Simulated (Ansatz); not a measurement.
C2H7Sb, singlet, geometry from GFN2-xTB (all electrons, no relativity), with bond 4-3 at 1.4 times its length; CASSCF(6,4)/STO-3G in Ansatz (a program for electronic structure).

Input for Ansatz:
Ansatz 0.2 input:
```yaml
crystal:
  periodic: [false, false, false]
  atoms:
    - {symbol: Sb, position_ang: [-0.15700616, -0.22770019, 0.29229041]}
    - {symbol: H, position_ang: [-0.84819934, -1.24264275, -0.89840329]}
    - {symbol: C, position_ang: [-0.84289867, 1.55354478, -0.72647581]}
    - {symbol: H, position_ang: [-0.49585190, 1.47359658, -2.20179637]}
    - {symbol: H, position_ang: [-0.36484457, 2.42514410, -0.29313831]}
    - {symbol: H, position_ang: [-1.91613851, 1.65322108, -0.61476696]}
    - {symbol: C, position_ang: [1.75651243, -0.22726542, -0.71746859]}
    - {symbol: H, position_ang: [1.61870682, -0.02013772, -1.77260547]}
    - {symbol: H, position_ang: [2.23653019, -1.19169821, -0.60037756]}
    - {symbol: H, position_ang: [2.39458494, 0.53470814, -0.28357662]}
basis:
  gaussian:
    orbitals: STO-3G
hamiltonian:
  xc: hf
magnetization: {spin_polarized: false}
correlation: {active_space: {window: {electrons: 6, orbitals: 4}}}
```

Output, abridged:

```
Functional definition: HF
515 factors; integrals over basis functions are off by at most 4.7e-5 eV
mean field evaluation 1: about -172252.0433 eV, gradient 1.1e1 eV
mean field evaluation 2: about -172252.1092 eV, gradient 1.1e1 eV
mean field evaluation 4: about -172252.7001 eV, gradient 1.1e0 eV
mean field evaluation 8: about -172252.7040 eV, gradient 1.0e-6 eV
mean field -172252.70400788 eV, -6330.1701152134 hartree, gradient 1.7e-6 eV, S^2 0.000000; 0 other end points of the search recorded, 0 dependent functions left out
reference -172252.70400788 eV, -6330.1701152134 hartree; 35, 35 occupied and 9, 9 virtual orbitals, 515 factors
state -172253.77960857 eV, -6330.2096428098 hartree
Total energy: -172253.77960857 eV, -6330.2096428098 hartree
```
